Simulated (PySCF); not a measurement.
**Converging GeF in the basis (PBE)**

PySCF, UKS reference; doublet, unpaired electrons π ↑; De to Ge + F without counterpoise correction.

```csv
basis,relativity,functions,Re (Å),ωe (cm⁻¹),De (eV),μ (D)
def2-SVP,no relativity,46,1.778,658,5.57,-1.60
def2-TZVPP,no relativity,79,1.781,632,5.61,-1.78
def2-TZVPPD,no relativity,94,1.783,625,5.63,-1.80
```

Question: How does each smaller set differ from the one with most functions, def2-TZVPPD?

Answer: def2-SVP: -0.5 pm, +5.3 % in ωe, -0.06 eV in De; def2-TZVPP: -0.2 pm, +1.1 % in ωe, -0.02 eV in De. All at PBE; the set with most functions is neither the basis-set limit nor always the best.

A positive dipole means Ge(−)F(+). Spin–orbit coupling is left out. The state is the lowest determinant that a PBE0 search found; another state may lie lower at other levels.
